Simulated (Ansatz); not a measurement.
Computed with Ansatz on PBE0-D4/def2-TZVP structures; ΔE is electronic, products minus reactants. CBS: MP2 limit from def2 TZ/QZ plus the TZ coupled-cluster correction, frozen cores. DFT in def2-TZVPP. For Ga outer-core shells are correlated without core-valence functions, which leaves a few kJ/mol of doubt a bond. Scalar relativity is left out up to krypton.

Consider the dimerisation: 2 `[SH][GaH2]` → `[SH+]1[GaH2-][SH+][GaH2-]1`.

`[SH][GaH2]`:

Cartesian coordinates in Å:
```
S 0.682 -1.428 0.214
Ga -0.453 0.455 0.210
H 1.414 -1.126 -0.871
H -1.503 0.599 1.353
H -0.141 1.499 -0.907
```

`[SH+]1[GaH2-][SH+][GaH2-]1`:

```xyz
10

S     1.548    0.793   -0.301
Ga   -0.133   -0.325   -1.604
S    -1.599   -0.700    0.264
Ga   -0.156    0.856    1.393
H     2.145   -0.326    0.145
H    -0.816    0.798   -2.442
H     0.436   -1.702   -2.067
H    -0.981   -1.808    0.705
H    -0.844    2.245    1.230
H     0.400    0.168    2.678
```

```json
{"level": "PBE-D4", "ΔE (kJ/mol)": "-142.0"}
{"level": "ωB97X-V", "ΔE (kJ/mol)": "-136.2"}
{"level": "PBE-QIDH", "ΔE (kJ/mol)": "-145.1"}
{"level": "MP2/CBS(def2)", "ΔE (kJ/mol)": "-145.8"}
```

Question: What does CCSD(T)/CBS give? (An estimate is asked.)

Answer: Ansatz gave: -139.3 kJ/mol. The listed levels differ from it by -2.7, 3.1, -5.8, -6.5 kJ/mol.

Question: What do rigid-rotor, harmonic-oscillator terms from PBE0-D4/def2-TZVP frequencies (298.15 K, 1 bar) make of the CCSD(T)/CBS value? (Best estimate.)

Answer: The calculation gave: ΔZPE = +9.2 kJ/mol, ΔH = -131.9 kJ/mol, ΔS = -177 J/(mol·K), ΔG = -79.2 kJ/mol.

Largest T1 diagnostic among the species: 0.013.

From PBE to PBE0 (25 % exact exchange), in def2-TZVPP and without D4, ΔE moves by −7.1 kJ/mol. In def2-TZVPP, CCSD(T) changes the Hartree–Fock value by −52.6 kJ/mol (the triples alone add −7.7 kJ/mol) and MP2 by −59.2 kJ/mol. Leaving LDA and LC-ωPBE aside and taking each functional with its dispersion term where it has one, the values, not all of them listed here, spread over 27.5 kJ/mol, from PBE0-D4 to B2PLYP. LDA lies −44.6 kJ/mol from PBE without D4.

CCSD(T)/CBS has its own doubt, a few kJ/mol and more with outer-core shells, so smaller differences from it don't rank the levels.
